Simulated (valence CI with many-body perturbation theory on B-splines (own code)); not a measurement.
**Energy levels of Zn XVI**

Calculated by configuration interaction combined with many-body perturbation theory (CI+MBPT): five valence electrons over a frozen Dirac-Fock core [Ne], radial functions for each j: 11 s, 11 p, 10 d, 8 f, 5 g, 2 h, with the one-electron correlation potential Σ1 (screened to all orders), the two-electron term Σ2, the three-electron term Σ3, Breit, model QED; selected single and double excitations, second order for the rest, scaled by the run's own slope (own B-spline code, finite nucleus).

No measured levels were compared; by estimate levels of excited configurations hold to 0.05 to 0.15 % of their energy, terms of the ground configuration to about 0.5 %. Among the levels kept, up to 3300 cm⁻¹ of a level comes from second order outside the variational space, and about a tenth of that is noise between levels of different J, which matters for small intervals.

Levels 91 to 135 of 171, with energies above the lowest level, 3s2 3p3 4S°_3/2. "Leading %" is the weight of the configuration and term that name the level; weights of strongly mixed levels are sums over their largest components and can fall short, so below about 35 % the name and the second component can differ from the true leading terms, or belong to a minority configuration. In the jj column 3d3/2^4 stands for four electrons in 3d with j = 3/2. Lifetimes count E1, E2, E3, M1 and M2 decay at the calculated energies, and are blank where another channel may lead or the interval is too uncertain; long ones can be off by a factor of two.

```tsv
No.	Configuration	Term	J	E (eV)	Leading %	Lifetime	Leading jj
91	3s 3p3 3d	2G°	7/2	132.41	54	28.1 ps	3s 3p1/2 3p3/2^2 3d3/2 (53 %)
92	3s 3p3 3d	2F°	5/2	133.44	83	59.7 ps	3s 3p1/2 3p3/2^2 3d5/2 (55 %)
93	3s 3p3 3d	2G°	9/2	134.27	74	33.6 ps	3s 3p1/2 3p3/2^2 3d5/2 (55 %)
94	3s 3p3 3d	2F°	7/2	134.84	35	32.7 ps	3s 3p3/2^3 3d5/2 (22 %)
95	3s 3p3 3d	4D°	3/2	137.40	56	10.3 ps	3s 3p1/2 3p3/2^2 3d3/2 (38 %)
96	3s 3p3 3d	4D°	5/2	137.44	74	10.2 ps	3s 3p1/2 3p3/2^2 3d5/2 (29 %)
97	3s 3p3 3d	4D°	1/2	137.69	59	10.4 ps	3s 3p1/2 3p3/2^2 3d3/2 (32 %)
98	3s 3p3 3d	4D°	7/2	137.75	77	11.5 ps	3s 3p1/2 3p3/2^2 3d5/2 (53 %)
99	3s 3p3 3d	2D°	3/2	138.47	53	11.8 ps	3s 3p1/2 3p3/2^2 3d5/2 (38 %)
100	3s 3p3 3d	2F°	5/2	139.01	31	14.4 ps	3s^2 3p1/2 3d3/2^2 (34 %)
101	3s 3p3 3d	2P°	1/2	139.44	52	13.0 ps	3s 3p1/2 3p3/2^2 3d3/2 (27 %)
102	3s 3p3 3d	2D°	5/2	139.90	66	11.9 ps	3s 3p1/2 3p3/2^2 3d5/2 (21 %)
103	3s 3p3 3d	2F°	7/2	140.67	38	12.0 ps	3s^2 3p1/2 3d3/2 3d5/2 (30 %)
104	3s2 3p 3d2	4G°	5/2	141.32	61	19.8 ps	3s^2 3p1/2 3d3/2^2 (20 %)
105	3s 3p3 3d	2P°	3/2	141.77	65	20.2 ps	3s 3p3/2^3 3d5/2 (30 %)
106	3s2 3p 3d2	4G°	7/2	141.98	68	20.1 ps	3s^2 3p1/2 3d3/2 3d5/2 (31 %)
107	3s 3p3 3d	2D°	3/2	142.82	40	11.7 ps	3s 3p3/2^3 3d3/2 (26 %)
108	3s 3p3 3d	2S°	1/2	142.87	51	9.41 ps	3s 3p1/2 3p3/2^2 3d3/2 (31 %)
109	3s2 3p 3d2	4G°	9/2	143.05	90	35.1 ps	3s^2 3p3/2 3d3/2 3d5/2 (52 %)
110	3s 3p3 3d	2F°	5/2	143.76	31	11.4 ps	3s 3p3/2^3 3d3/2 (20 %)
111	3s 3p3 3d	2P°	3/2	144.15	38	7.19 ps	3s 3p1/2 3p3/2^2 3d5/2 (24 %)
112	3s 3p3 3d	2F°	5/2	144.92	40	11.9 ps	3s 3p3/2^3 3d5/2 (29 %)
113	3s2 3p 3d2	4G°	11/2	145.02	93	37.5 ps	3s^2 3p3/2 3d5/2^2 (72 %)
114	3s 3p3 3d	2F°	7/2	145.43	83	11.9 ps	3s 3p3/2^3 3d5/2 (40 %)
115	3s2 3p 3d2	2P°	1/2	146.88	30	7.47 ps	3s^2 3p3/2 3d5/2^2 (22 %)
116	3s2 3p 3d2	4D°	1/2	148.58	81	13.3 ps	3s^2 3p1/2 3d3/2 3d5/2 (27 %)
117	3s2 3p 3d2	4D°	3/2	148.97	76	13.9 ps	3s^2 3p1/2 3d3/2 3d5/2 (56 %)
118	3s2 3p 3d2	4D°	5/2	149.38	47	12.1 ps	3s^2 3p1/2 3d3/2 3d5/2 (40 %)
119	3s2 3p 3d2	4D°	7/2	150.62	49	11.4 ps	3s^2 3p1/2 3d5/2^2 (33 %)
120	3s2 3p 3d2	2F°	5/2	150.66	44	11.7 ps	3s^2 3p1/2 3d5/2^2 (43 %)
121	3s2 3p 3d2	4F°	3/2	150.95	78	7.72 ps	3s^2 3p1/2 3d3/2^2 (37 %)
122	3s2 3p 3d2	2H°	9/2	151.41	83	23.0 ps	3s^2 3p1/2 3d3/2 3d5/2 (74 %)
123	3s 3p3 3d	2P°	3/2	151.43	74	7.46 ps	3s 3p1/2 3p3/2^2 3d3/2 (25 %)
124	3s2 3p 3d2	4P°	1/2	151.48	80	11.2 ps	3s^2 3p1/2 3d3/2 3d5/2 (36 %)
125	3s2 3p 3d2	4F°	5/2	151.63	73	8.01 ps	3s^2 3p1/2 3d3/2 3d5/2 (37 %)
126	3s 3p3 3d	2P°	1/2	151.91	77	7.78 ps	3s 3p1/2 3p3/2^2 3d3/2 (29 %)
127	3s2 3p 3d2	4P°	3/2	152.49	77	11.2 ps	3s^2 3p1/2 3d3/2 3d5/2 (24 %)
128	3s2 3p 3d2	4F°	7/2	152.72	58	8.77 ps	3s^2 3p3/2 3d3/2 3d5/2 (70 %)
129	3s2 3p 3d2	4F°	9/2	152.85	78	8.58 ps	3s^2 3p3/2 3d3/2 3d5/2 (39 %)
130	3s2 3p 3d2	2F°	7/2	153.24	46	11.9 ps	3s^2 3p3/2 3d5/2^2 (64 %)
131	3s 3p3 3d	2D°	5/2	153.72	28	8.56 ps	3s^2 3p3/2 3d3/2 3d5/2 (39 %)
132	3s2 3p 3d2	2D°	3/2	153.84	39	9.48 ps	3s 3p1/2 3p3/2^2 3d5/2 (14 %)
133	3s2 3p 3d2	4P°	5/2	154.48	55	9.34 ps	3s^2 3p3/2 3d3/2 3d5/2 (36 %)
134	3s2 3p 3d2	2G°	7/2	155.22	67	9.62 ps	3s^2 3p1/2 3d3/2 3d5/2 (26 %)
135	3s2 3p 3d2	2H°	11/2	155.32	97	27.6 ps	3s^2 3p3/2 3d3/2 3d5/2 (76 %)
```

Names give the largest LS component (configuration and term), which can be under half, so a name can repeat, a term be missing and a line seem to break the LS rules; names also repeat where a configuration has a term twice.

Where two levels of one J and parity lie close, their mixing, g and order are uncertain.
